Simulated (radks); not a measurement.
Values are calculated unless marked as measured or tabulated.
Trend from Rb+ to Xe+: ionisation energy by Delta-SCF between NIST ground configurations, and size. Level of theory: Dirac Kohn-Sham, PBEsol, spin-unpolarised, spherical densities, finite nucleus; open shells are shared between the two j in proportion to 2j + 1; Fermi nuclear charge, rms radius of each element as measured or else 0.836 A^(1/3) + 0.57 fm (a radial shooting solver on a logarithmic mesh with Libxc functionals).

species      configuration  configuration of the ion  IE (eV)  NIST (eV)       kind   -e(HOMO) (eV)  r at 0.001 e/bohr^3 (bohr)
Rb+                   [Kr]         [Ar] 3d10 4s2 4p5   27.610     27.290       exp.  21.350 (4p3/2)                        3.63
Sr+               [Kr] 5s1                      [Kr]   10.894     11.030       exp.   8.340 (5s1/2)                        4.48
Zr+           [Kr] 4d2 5s1                  [Kr] 4d2   12.910     13.130       exp.   9.948 (4d5/2)                        4.48
Nb+               [Kr] 4d4                  [Kr] 4d3   14.028     14.320  semi-emp.   9.239 (4d5/2)                        4.08
Mo+               [Kr] 4d5                  [Kr] 4d4   15.455       16.2  semi-emp.  10.329 (4d5/2)                        4.00
Tc+           [Kr] 4d5 5s1                  [Kr] 4d5   14.841     15.260  semi-emp.  11.429 (5s1/2)                        4.21
Ru+               [Kr] 4d7                  [Kr] 4d6   18.184       16.8  semi-emp.  12.414 (4d5/2)                        3.82
Rh+               [Kr] 4d8                  [Kr] 4d7   19.510     18.080  semi-emp.  13.427 (4d5/2)                        3.74
Pd+               [Kr] 4d9                  [Kr] 4d8   20.819       19.4  semi-emp.  14.428 (4d5/2)                        3.66
Ag+              [Kr] 4d10                  [Kr] 4d9   22.115     21.484       exp.  15.418 (4d5/2)                        3.58
Cd+          [Kr] 4d10 5s1                 [Kr] 4d10   17.097     16.908       exp.  13.077 (5s1/2)                        3.85
In+          [Kr] 4d10 5s2             [Kr] 4d10 5s1   19.278     18.870       exp.  14.982 (5s1/2)                        3.98
Sn+      [Kr] 4d10 5s2 5p1             [Kr] 4d10 5s2   13.991     14.633       exp.  10.103 (5p3/2)                        4.20
Sb+      [Kr] 4d10 5s2 5p2         [Kr] 4d10 5s2 5p1   16.033      16.63       exp.  11.797 (5p3/2)                        4.26
Te+      [Kr] 4d10 5s2 5p3         [Kr] 4d10 5s2 5p2   17.994       18.6       exp.  13.423 (5p3/2)                        4.24
I+       [Kr] 4d10 5s2 5p4         [Kr] 4d10 5s2 5p3   19.914     19.131       exp.  15.016 (5p3/2)                        4.18
Xe+      [Kr] 4d10 5s2 5p5         [Kr] 4d10 5s2 5p4   21.816     20.975  semi-emp.  16.593 (5p3/2)                        4.11

Reference values: NIST Atomic Spectra Database (exp. = measured, semi-emp. = semi-empirical, theory = theoretical value adopted there). Spin polarisation and multiplet splitting are left out, so open shells lie too high by an amount that depends on their filling. Sharing an open shell by 2j + 1 raises it above the true ground level by a part of the spin-orbit splitting, which enters the differences from NIST.

Beside tabulated values, note that spin-unpolarised runs miss the spin-polarisation part of the exchange energy of open shells.
